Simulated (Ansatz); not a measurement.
Consider the hydrogen abstraction from a Ge–H bond: `[OH][GeH]([OH])[F]` + H• → `[OH][Ge]([OH])[F]`• + H₂.

Isolated molecules relaxed with PBE0-D4/def2-TZVP in Ansatz; ΔE leaves out vibrations. CBS: MP2 limit from def2 TZ/QZ plus the TZ coupled-cluster correction, frozen cores. This one scheme is used for every species, atoms too. Functionals use def2-TZVPP. B3LYP here is the variant with VWN-RPA as its local correlation; programs differ in this. No spin–orbit coupling; open shells (•) take unrestricted orbitals. Bonds to Ge are less sure, by a few kJ/mol each and by 10 to 20 or more in all where they break to atoms, as the def2 sets lack core-valence functions. Scalar relativity is left out up to krypton. Each species was taken in one conformer, which may not be the lowest.

CCSD(T)/CBS gives -69.5 kJ/mol.

Q: Another level gave -59.9 kJ/mol. Which?
A. MP2/def2-TZVPP
B. B3LYP/def2-TZVPP
C. CAM-B3LYP/def2-TZVPP
D. BLYP-D4/def2-TZVPP

A: A. MP2/def2-TZVPP -59.9, BLYP-D4 -113.1, B3LYP -99.2, CAM-B3LYP -84.3 kJ/mol.

Largest T1 diagnostic among the species: 0.015.

From BLYP to BHLYP (50 % exact exchange), in def2-TZVPP and without D4, ΔE moves by +36.9 kJ/mol. In def2-TZVPP, CCSD(T) changes the Hartree–Fock value by −30.8 kJ/mol (the triples alone add −1.7 kJ/mol) and MP2 by −20.7 kJ/mol.
